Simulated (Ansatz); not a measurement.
A nudged elastic band was laid between two geometries of CH$_{3}$Cl$_{3}$Si (8 atoms, charge 0, multiplicity 1).

Level of theory: Ansatz, RKS r2SCAN/def2-SVP.

```yaml
movable_images: 9
climbing_image: yes
spring: 2.0 to 10.0 eV/Å², energy-weighted
optimiser: quadratic models (default)
start_path: through a guess of the saddle point
force_threshold: 0.05 eV/Å
iteration_limit: 47
end_points: relaxed
```

First end point:

```xyz
8
Properties=species:S:1:pos:R:3
Si 0.085 0.334 0.717
Cl 1.770 -0.388 1.656
C -0.114 -0.442 -0.948
H 0.827 -0.374 -1.514
Cl 0.267 2.378 0.543
Cl -1.545 -0.075 1.908
H -0.387 -1.503 -0.845
H -0.904 0.071 -1.518
```

Last end point:

```xyz
8
Properties=species:S:1:pos:R:3
Si -0.755 0.620 0.435
Cl 2.516 -0.762 0.632
C -0.492 -0.354 -0.937
H 1.399 -0.701 -0.075
Cl -0.187 2.564 0.578
Cl -1.471 -0.074 2.204
H -0.863 -1.383 -0.964
H -0.146 0.089 -1.875
```

(1) What changes between the two ends?

(2) Give the energies along the band, and the barrier.

(3) What is the geometry of the highest image?

Answers

(1) Bonds broken: Si1–Cl2, C3–H4. Bonds formed: Cl2–H4. CH3Cl3Si becomes CH2Cl2Si + ClH.

(2) The run converged. The highest image is number 6 of 0 to 10, 83.4 kcal/mol above the first end and 1.6 kcal/mol above the last; the last end lies 81.8 kcal/mol above the first. Neighbouring images differ by up to 2.3 eV, so the band resolves the path poorly. Another band between the same ends (9 images) ends at a top of the same energy, where a vibrational analysis finds 1 clearly imaginary mode. The orbitals stay closed-shell, which can raise the energy where a bond breaks towards radicals; this wasn't checked here.

| image | path coordinate (Å) | energy (kcal/mol) | Si1–Cl2 (Å) | C3–H4 (Å) | Cl2–H4 (Å) |
| --- | --- | --- | --- | --- | --- |
| 0 | 0.00 | 0.0 | 2.06 | 1.10 | 3.31 |
| 1 | 0.66 | 0.9 | 2.06 | 1.10 | 3.16 |
| 2 | 1.32 | 1.7 | 2.06 | 1.10 | 3.02 |
| 3 | 1.98 | 13.0 | 2.14 | 1.11 | 2.28 |
| 4 | 2.63 | 65.7 | 2.63 | 1.33 | 1.73 |
| 5 | 2.93 | 82.3 | 2.84 | 1.60 | 1.51 |
| 6 | 3.06 | 83.4 | 2.94 | 1.74 | 1.43 |
| 7 | 3.16 | 83.1 | 3.03 | 1.83 | 1.39 |
| 8 | 3.28 | 82.5 | 3.15 | 1.94 | 1.36 |
| 9 | 3.46 | 82.0 | 3.32 | 2.06 | 1.34 |
| 10 | 3.79 | 81.8 | 3.56 | 2.11 | 1.32 |

(3) 
```xyz
8
Properties=species:S:1:pos:R:3:forces:R:3
Si -0.550 0.534 0.471 0.00 0.00 0.00
Cl 2.165 -0.540 0.796 0.00 0.00 0.00
C -0.393 -0.389 -0.970 0.00 -0.01 -0.02
H 1.140 -0.644 -0.192 0.00 0.00 0.00
Cl -0.027 2.486 0.628 0.00 0.00 0.00
Cl -1.280 -0.201 2.214 0.00 0.00 0.00
H -0.875 -1.370 -1.034 0.00 0.00 0.01
H -0.179 0.123 -1.914 0.00 0.01 0.01
```

The run took 5.9 min on 2 threads of Arm Neoverse V2, on a shared host, peak memory 0.17 GiB.
